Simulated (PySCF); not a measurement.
PySCF input for Cd(F)(SiH3) (CdFH₃Si), SMILES [SiH3][Cd][F], IEF-PCM-B3LYP/def2-SVP. Geometry: PBE0-D3(BJ)/def2-TZVP. The def2 effective core potentials stand for the cores of Cd; spin–orbit coupling is left out.

```python
import numpy as np
from pyscf import gto, scf, dft
from pyscf.solvent import pcm

mol = gto.M(
    atom='''
    Cd    0.00000000    0.00000000   -0.34867459
    F    -0.00000000   -0.00000000   -2.30438324
    Si   -0.00000000   -0.00000000    2.11323929
    H    -1.20708285   -0.69690961    2.63015984
    H    -0.00000000    1.39381921    2.63015984
    H     1.20708285   -0.69690960    2.63015983
    ''',
    basis='def2-SVP',
    ecp={'Cd': 'def2-svp'},
    charge=0,
    spin=0,
    max_memory=1600,
    verbose=3,
)
mf = dft.RKS(mol, xc='b3lyp').density_fit(auxbasis='def2-universal-jkfit')
mf.grids.level = 3
mf.conv_tol = 1e-9
mf.max_cycle = 100
mf.kernel()
res = {}
for name, eps in {'water': 78.355, 'n-hexane': 1.8819, 'ethanol': 24.852}.items():
    s = mf.PCM()
    s.with_solvent.method, s.with_solvent.eps, s.with_solvent.lebedev_order = 'IEF-PCM', eps, 29
    s.kernel(mf.make_rdm1())
    res[name] = (s.e_tot, eps, s.dip_moment(), s.mo_energy, s.converged)
    print(f'{name}: electrostatic solvation free energy {(s.e_tot - mf.e_tot) * 627.509474:.3f} kcal/mol')
```

It prints:

```
converged SCF energy = -558.787698302657

WARN: PCM is an experimental feature. It is still in testing.
Features and APIs may be changed in the future.

converged SCF energy = -558.807631063292
Dipole moment(X, Y, Z, Debye):  0.00000,  0.00019,  2.59571
water: electrostatic solvation free energy -12.508 kcal/mol

WARN: PCM is an experimental feature. It is still in testing.
Features and APIs may be changed in the future.

converged SCF energy = -558.79494507055
Dipole moment(X, Y, Z, Debye):  0.00000,  0.00001,  2.72396
n-hexane: electrostatic solvation free energy -4.547 kcal/mol

WARN: PCM is an experimental feature. It is still in testing.
Features and APIs may be changed in the future.

converged SCF energy = -558.80675862637
Dipole moment(X, Y, Z, Debye):  0.00000,  0.00017,  2.61465
ethanol: electrostatic solvation free energy -11.961 kcal/mol
```

Self-consistency was reached.

Cost: roughly 19 core-seconds.
